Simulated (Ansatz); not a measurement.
Mo(OH)F5 (MoOF5H). Total charge 0; singlet. Geometry r2SCAN-D4/def2-SVP; atoms count from 1.

```xyz
8

Mo   -0.086    0.295   -0.066
O    -0.058   -1.429    0.541
H     0.446   -2.254    0.606
F     0.093    1.987   -0.758
F    -1.850    0.564    0.360
F     1.696    0.083   -0.507
F    -0.609   -0.235   -1.751
F     0.368    0.990    1.575
```

In the def2 sets Mo takes a core potential; there is no spin–orbit coupling.

Q: Estimate the Mulliken populations from the PBE0/def2-TZVP orbitals of Ansatz.

A: 
| atom | charge (e) | d electrons |
| --- | --- | --- |
| Mo1 | 2.03 | 3.18 |
| O2 | -0.58 | – |
| H3 | 0.38 | – |
| F4 | -0.36 | – |
| F5 | -0.36 | – |
| F6 | -0.38 | – |
| F7 | -0.37 | – |
| F8 | -0.37 | – |
Mulliken values and Mayer orders depend strongly on the basis.

Q: And the Mayer bond orders between bonded heavy atoms (over 0.3)?

A: Mo1–O2 1.10 (1.83 Å); Mo1–F4 0.93 (1.84 Å); Mo1–F5 0.93 (1.83 Å); Mo1–F6 0.92 (1.85 Å); Mo1–F7 0.94 (1.84 Å); Mo1–F8 0.94 (1.84 Å).
